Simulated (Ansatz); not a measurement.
Cost and result up the ladder for `C[Si](C)(C)C#Cc1ccc(-c2ccc(-c3ccc(-c4ccc(-c5ccc(-c6ccc(C#C[Si](C)(C)C)s6)s5)s4)s3)s2)s1` (72 atoms). The state is a singlet with charge 0. Geometry: PBE-D4/def2-SVP.

Cartesian coordinates in Å:
```
C -8.984 8.774 9.736
Si -7.594 9.694 8.844
C -6.448 10.526 10.097
C -8.307 10.971 7.646
C -6.609 8.471 7.871
C -5.945 7.642 7.234
C -5.194 6.706 6.502
C -4.433 5.627 6.967
C -3.808 4.895 5.934
C -4.073 5.393 4.654
C -3.607 4.908 3.380
C -3.824 5.427 2.101
C -3.211 4.679 1.073
C -2.505 3.566 1.540
C -1.766 2.593 0.776
C -1.397 2.650 -0.572
C -0.683 1.512 -1.008
C -0.486 0.555 -0.007
C 0.180 -0.718 -0.082
C 0.329 -1.699 0.903
C 1.041 -2.837 0.466
C 1.456 -2.758 -0.867
C 2.186 -3.734 -1.634
C 2.451 -5.068 -1.310
C 3.200 -5.748 -2.295
C 3.526 -4.956 -3.399
C 4.265 -5.304 -4.586
C 4.643 -4.485 -5.656
C 5.369 -5.165 -6.659
C 5.565 -6.522 -6.380
C 6.234 -7.496 -7.141
C 6.821 -8.361 -7.807
Si 7.695 -9.634 -8.821
C 7.687 -9.056 -10.621
C 6.774 -11.276 -8.644
C 9.469 -9.805 -8.190
S 4.824 -6.942 -4.841
S 2.891 -3.335 -3.188
S 0.940 -1.239 -1.574
S -1.214 1.093 1.495
S -2.611 3.467 3.286
S -5.120 6.792 4.747
H -9.595 9.478 10.338
H -9.654 8.268 9.012
H -8.575 8.002 10.420
H -5.624 11.063 9.586
H -5.996 9.777 10.779
H -7.009 11.258 10.714
H -7.499 11.498 7.099
H -8.970 10.490 6.899
H -8.902 11.729 8.197
H -4.345 5.397 8.037
H -3.167 4.018 6.105
H -4.424 6.332 1.927
H -3.289 4.925 0.006
H -1.631 3.508 -1.215
H -0.311 1.378 -2.033
H -0.075 -1.581 1.918
H 1.268 -3.700 1.106
H 2.090 -5.536 -0.384
H 3.500 -6.803 -2.217
H 4.396 -3.415 -5.697
H 5.755 -4.698 -7.574
H 8.197 -8.077 -10.725
H 6.650 -8.943 -10.997
H 8.212 -9.789 -11.268
H 7.269 -12.065 -9.247
H 6.756 -11.611 -7.588
H 5.725 -11.183 -8.992
H 10.023 -10.561 -8.785
H 10.012 -8.841 -8.266
H 9.484 -10.122 -7.128
```

Ansatz on 4 threads of AMD EPYC 7R13 on a shared host and a share (37 GiB) of an NVIDIA H100 80GB HBM3. Times are rough, and most runs start from the orbitals of an earlier one. No level here is sound enough to serve as a yardstick. Binding counts from free atoms at the same level (C triplet, Si triplet, S triplet, H doublet; other spins of the atoms weren't run), without zero-point energy or a counterpoise term.

B3LYP takes the VWN-RPA correlation. HSE06 is defined as in plane-wave codes, on full-range PBE exchange. Correlated methods freeze 74 core orbitals. The rows differ in basis, and correlated rows in double-zeta sets carry the largest basis error. Single mean-field runs in 6-31G, def2-SVP, def2-TZVP are fitted with def2-universal-jkfit.

Run but left out: HF/STO-3G, HF/6-31G (restricted singlet, unstable in another Hartree–Fock run and untested here).

Correlated methods converge slowly with the basis, most of all in double-zeta sets.

```tsv
level	functions	wall time	binding energy per atom (eV)	remarks
PBE-D4/def2-SVP	770	3.8 s	5.10	–
B3LYP-D4/6-31G	470	4 s	4.66	–
revPBE-D4/def2-SVP (with forces)	770	4.9 s	4.98	–
PBE0-D4/def2-SVP	770	5.5 s	4.99	–
r2SCAN-D4/def2-SVP (with forces)	770	6 s	4.94	–
HSE06-D4/def2-SVP	770	7.5 s	4.99	–
PBE-D4/def2-TZVP	1530	8.5 s	5.05	–
PBE0-D4/def2-TZVP	1530	10 s	4.94	–
MP2/def2-SVP	770	24 s	4.76	restricted SCF unstable
```
